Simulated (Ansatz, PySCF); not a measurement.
Energy difference R1 → P1 + P2, each structure at its B3LYP-D3(BJ)/def2-TZVP stationary point, reached from a drawn start (curvature not checked).
R1, CH2Cl2 (SMILES ClCCl) (charge 0, multiplicity 1):
```xyz
5

C     -0.003    -0.151     0.003
Cl     1.499     0.806     0.012
Cl    -1.468     0.859    -0.042
H     -0.030    -0.741     0.911
H      0.002    -0.773    -0.884
```
P1, CH2Cl (SMILES [CH2]Cl) (charge 0, multiplicity 2):
```xyz
4

C     -0.17185     0.00673    -0.01641
Cl     1.51681    -0.05941     0.14636
H     -0.63490     0.97747    -0.06831
H     -0.71006    -0.92478    -0.06154
```
P2: Cl atom, charge 0, multiplicity 2.

| level | reaction energy (kcal/mol) | minus CCSD(T)/CBS(cc-pV(T+d)Z, cc-pV(Q+d)Z) | cost |
|---|---|---|---|
| HF/cc-pV(D+d)Z | 47.18 | -35.58 | - |
| HF/cc-pV(T+d)Z | 48.48 | -34.29 | - |
| HF/cc-pV(Q+d)Z | 48.47 | -34.29 | - |
| PBE/def2-TZVPP | 82.89 | 0.13 | ×1 |
| BLYP/def2-TZVPP | 75.73 | -7.04 | ×1 |
| revPBE/def2-TZVPP | 77.65 | -5.12 | ×1 |
| B3LYP/def2-TZVPP | 75.84 | -6.93 | ×1 |
| BHLYP/def2-TZVPP | 72.09 | -10.68 | ×1 |
| M06-2X/def2-TZVPP | 82.82 | 0.05 | - |
| CAM-B3LYP/def2-TZVPP | 76.77 | -5.99 | ×1 |
| wB97M-V/def2-TZVPP | 82.93 | 0.17 | ×3 |
| B2PLYP/def2-TZVPP | 78.27 | -4.49 | ×2 |
| MP2/cc-pV(T+d)Z | 84.89 | 2.12 | - |
| MP2/cc-pV(Q+d)Z | 87.36 | 4.60 | - |
| MP2/CBS(cc-pV(T+d)Z, cc-pV(Q+d)Z) | 89.17 | 6.41 | - |
| SCS-MP2/cc-pV(T+d)Z | 82.30 | -0.47 | - |
| CCSD/cc-pV(T+d)Z | 75.33 | -7.43 | - |
| CCSD/cc-pV(Q+d)Z | 77.44 | -5.33 | - |
| CCSD(T)/cc-pV(D+d)Z | 73.76 | -9.01 | ×2 |
| CCSD(T)/CBS(cc-pV(T+d)Z, cc-pV(Q+d)Z) | 82.76 | 0.00 | ×30* |

 The comparison column counts from a level with limits of its own.

P less R. No zero-point or thermal terms; singlets are restricted closed shells; open shells are unrestricted; no spin–orbit coupling.

Frozen-core correlation throughout. CBS: X⁻³ extrapolation of the correlation energy, Hartree–Fock from the larger set.

Codes used: Ansatz (Gaussian basis) for Hartree–Fock, density functionals and correlated methods; PySCF for M06-2X. Each number belongs to the level named beside it.

Costs are rough ratios of core time to PBE/def2-TZVPP (about 5 s over the structures, on one shared machine); a dash marks a level with no comparable run of its own. A star marks coupled-cluster runs past 200 virtual orbitals, where the program's memory plan changes under this machine's limit, so their costs aren't comparable with smaller runs.

Ansatz is a program for electronic structure.
